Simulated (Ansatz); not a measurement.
Basis-set extrapolation for `C[C](O)([AlH2])[SiH3]` (PBE0-D4/def2-TZVP geometry, frozen core, the Gaussian-basis code of Ansatz). Multiplicity 1, RHF reference.

```tsv
	def2-TZVPP	def2-QZVPP
HF	-686.725817	-686.749379
MP2 correlation	-0.803943	-0.860964
CCSD(T) correlation	-0.894220	not run
```

Energies in hartree. Use E(X) = E(∞) + A·exp(−7.88·√X) for Hartree–Fock and E(X) = E(∞) + B·X^(−2.97) for correlation, with X = 3 and 4, and add CCSD(T) minus MP2 of the smaller set to the MP2 limit.

**Question.** What is the CCSD(T) energy at the basis-set limit?

**Answer.** HF limit: -686.749379 + (-0.023562) × 0.13774 = -686.75262. MP2 limit: -0.860964 + (-0.057021) × 0.74074 = -0.90320. Higher-order term: -0.894220 − (-0.803943) = -0.09028. Total: -687.74610 hartree, 79.1 kcal/mol below CCSD(T)/def2-TZVPP.
